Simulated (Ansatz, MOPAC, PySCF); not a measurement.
Noncovalent pair: HCl (SMILES Cl) (first 2 atoms) with CH2O (SMILES C=O); geometry from B3LYP-D3(BJ)/def2-TZVP, rigid monomers moved along the line of their centres of mass till H2···O4 is 1.67 Å.
(charge 0, multiplicity 1):
```
atom    x (Å)    y (Å)   z (Å)
----  -------  -------  ------
Cl    -0.1523  -0.0562  0.4435
H      0.1496   0.4924  1.5878
C     -0.3437  -0.0150  3.8159
O      0.2746   0.8292  3.2197
H     -0.4087  -0.0057  4.9168
H     -0.8688  -0.8297  3.2880
```

Monomers are frozen at their geometry in the pair; levels with a basis set take the counterpoise correction. Rows marked so take none.

Cores are frozen in the correlated methods. CBS: X⁻³ extrapolation of the correlation energy, Hartree–Fock from the larger set. Rows in 3-21G, 6-31G*, STO-3G carry no dispersion term and start afresh at each structure (6-31G* with six Cartesian d functions). MP2/6-31G* freezes PySCF's default core. The state that AM1, PM3, PM7 reach isn't checked; PM7 holds dispersion and hydrogen-bond terms.

The values were computed with Ansatz (a program for electronic structure) with Gaussian orbitals; MOPAC for AM1, PM3, PM7 (differences of heats of formation); PySCF for 3-21G rows, 6-31G* rows, STO-3G rows, the dispersion terms. 

Other levels give for the interaction energy: PBE/def2-TZVPPD -5.23; B3LYP/def2-TZVPPD -3.85; B3LYP-D3(BJ)/def2-TZVPPD -5.50; wB97M-V/def2-TZVPPD -4.93; CCSD(T)/CBS(aug-cc-pV(D+d)Z, aug-cc-pV(T+d)Z) -4.77 kcal/mol.

Common cheap choices:

```json
[
 {"level": "AM1", "interaction energy (kcal/mol)": "4.09", "less -4.77 (CCSD(T)/CBS(aug-cc-pV(D+d)Z, aug-cc-pV(T+d)Z))": "8.86"},
 {"level": "PM3", "interaction energy (kcal/mol)": "-2.94", "less -4.77 (CCSD(T)/CBS(aug-cc-pV(D+d)Z, aug-cc-pV(T+d)Z))": "1.83"},
 {"level": "PM7", "interaction energy (kcal/mol)": "-4.69", "less -4.77 (CCSD(T)/CBS(aug-cc-pV(D+d)Z, aug-cc-pV(T+d)Z))": "0.08"},
 {"level": "HF/STO-3G (no counterpoise)", "interaction energy (kcal/mol)": "-7.08", "less -4.77 (CCSD(T)/CBS(aug-cc-pV(D+d)Z, aug-cc-pV(T+d)Z))": "-2.31"},
 {"level": "BP86/6-31G* (no counterpoise)", "interaction energy (kcal/mol)": "-6.14", "less -4.77 (CCSD(T)/CBS(aug-cc-pV(D+d)Z, aug-cc-pV(T+d)Z))": "-1.37"},
 {"level": "B3LYP/3-21G (no counterpoise)", "interaction energy (kcal/mol)": "-11.15", "less -4.77 (CCSD(T)/CBS(aug-cc-pV(D+d)Z, aug-cc-pV(T+d)Z))": "-6.38"},
 {"level": "B3LYP/6-31G*", "interaction energy (kcal/mol)": "-3.95", "less -4.77 (CCSD(T)/CBS(aug-cc-pV(D+d)Z, aug-cc-pV(T+d)Z))": "0.82"},
 {"level": "MP2/6-31G* (no counterpoise)", "interaction energy (kcal/mol)": "-5.24", "less -4.77 (CCSD(T)/CBS(aug-cc-pV(D+d)Z, aug-cc-pV(T+d)Z))": "-0.47"}
]
```
